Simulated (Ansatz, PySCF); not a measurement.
Spin states of Cl2W (SMILES [Cl][W][Cl]), each relaxed with B3LYP-D3(BJ)/def2-TZVP.
State 1 (charge 0, multiplicity 5):
```xyz
3

W      0.483     0.111     0.025
Cl    -0.412     1.526    -1.530
Cl    -0.105    -1.590     1.435
```
State 2 (charge 0, multiplicity 3):
```json
[
 {"atom": "W", "x (Å)": "-0.0076", "y (Å)": "0.0164", "z (Å)": "-0.0231"},
 {"atom": "Cl", "x (Å)": "-0.1709", "y (Å)": "1.6243", "z (Å)": "-1.5546"},
 {"atom": "Cl", "x (Å)": "0.1454", "y (Å)": "-1.5934", "z (Å)": "1.5073"}
]
```

```csv
level,energy of the multiplicity-3 state less that of the multiplicity-5 state (kcal/mol),cost
SVWN5/def2-TZVPP,0.22,×0.5
PBE/def2-TZVPP,8.49,×1
PBE-D4/def2-TZVPP,8.53,×1
BLYP/def2-TZVPP,0.82,×1
BLYP-D3(BJ)/def2-TZVPP,0.88,×1
BLYP-D4/def2-TZVPP,0.89,×1
B3LYP/def2-TZVPP,4.19,×0.3
B3LYP-D4/def2-TZVPP,4.24,×0.3
PBE0/def2-TZVPP,13.14,×0.5
PBE0-D3(BJ)/def2-TZVPP,13.17,×0.5
PBE0-D4/def2-TZVPP,13.18,×0.5
BHLYP/def2-TZVPP,8.11,×0.6
BHLYP-D3(BJ)/def2-TZVPP,8.13,×0.6
CAM-B3LYP/def2-TZVPP,3.98,×0.7
CAM-B3LYP-D4/def2-TZVPP,4.02,×0.7
wB97X-V/def2-TZVPP,1.81,×1
wB97M-V/def2-TZVPP,3.58,×2
B2PLYP/def2-TZVPP,3.80,×0.7
B2PLYP-D4/def2-TZVPP,3.82,×0.7
CCSD(T)/def2-SVP,8.33,×7
```

The rows run from 0.22 (SVWN5/def2-TZVPP) to 13.18 kcal/mol (PBE0-D4/def2-TZVPP). The dispersion term adds 0.03 in PBE-D4, 0.06 in BLYP-D3(BJ), 0.07 in BLYP-D4. The 10 functionals in def2-TZVPP without D3 or D4 span 12.92, from SVWN5 to PBE0.

Singlets are restricted, other states unrestricted; no spin–orbit coupling, no relativity up to Kr; see below for the cores. The largest T1 diagnostic is 0.024.

Correlated levels freeze the inner cores; with def2 sets outer-core shells near the valence are correlated too.

Codes used: Ansatz (an electronic-structure program) with Gaussian orbitals; PySCF for the dispersion terms. Each number belongs to the level named beside it. In def2 rows elements past Kr take small-core potentials, without spin–orbit coupling.

Costs are rough ratios of core time to PBE/def2-TZVPP (about 90 s over the structures, on one shared machine); a dash marks a level with no comparable run of its own.
